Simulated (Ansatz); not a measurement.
`[SiH3][O][GaH][Br]` + H₂S → `[SiH3][O][GaH][SH]` + HBr at 298.15 K and 1 bar (ligand exchange at a Ga–Br bond).

Calculated with Ansatz (gas phase, PBE0-D4/def2-TZVP geometries, no zero-point term in ΔE). CCSD(T)/CBS is the MP2 limit (def2-TZVPP, def2-QZVPP) plus CCSD(T) − MP2 in def2-TZVPP, frozen cores. This one scheme is used for every species. For Br, Ga outer-core shells are correlated without core-valence functions, which leaves a few kJ/mol of doubt a bond. Scalar relativity is left out up to krypton. Each species was taken in one conformer, which may not be the lowest.

```tsv
species	CCSD(T)/CBS energy (Eh)	H − E (kJ/mol)	S (J/(mol·K))
`[SiH3][O][GaH][Br]`	-4864.03713	119.3	380.5
H₂S	-398.97279	49.9	205.7
`[SiH3][O][GaH][SH]`	-2689.07634	143.0	372.3
HBr	-2573.91920	24.6	198.6
```

H − E and S are ideal-gas, rigid-rotor, harmonic terms from PBE0-D4/def2-TZVP, for one conformer and one mirror image of each species. 1 Eh = 2625.50 kJ/mol, R = 8.31446 J/(mol·K).

Task: By hand: ΔE, ΔH, ΔS and ΔG.

Result: ΔE = (-2689.07634) + (-2573.91920) − (-4864.03713) − (-398.97279) = 0.01438 Eh = 37.8 kJ/mol. Δ(H − E) = 143.0 + 24.6 − 119.3 − 49.9 = -1.6, so ΔH = 36.2 kJ/mol. ΔS = 372.3 + 198.6 − 380.5 − 205.7 = -15.3 J/(mol·K). ΔG = 36.2 − 298.15 × (-15.3)/1000 = 40.8 kJ/mol.

Task: By hand: the equilibrium constant, and the temperature at which ΔG would vanish if ΔH and ΔS stayed fixed.

Result: log₁₀ K = −ΔG/(RT ln 10) = -7.1. ΔH and −TΔS have one sign here, so there is no such temperature.

ΔH outweighs TΔS. A doubt of 5 kJ/mol in ΔE shifts log₁₀ K by 0.9 here. Other conformers and mirror images would add mixing entropy, several J/(mol·K) or more a flexible species. Modes under 60 cm⁻¹, often nearly free rotors, make the harmonic entropy too high. These are equilibria of isolated gas molecules and say nothing of rates. Largest T1 diagnostic: 0.014 (customary marks: 0.02 for closed shells, 0.045 for open ones).
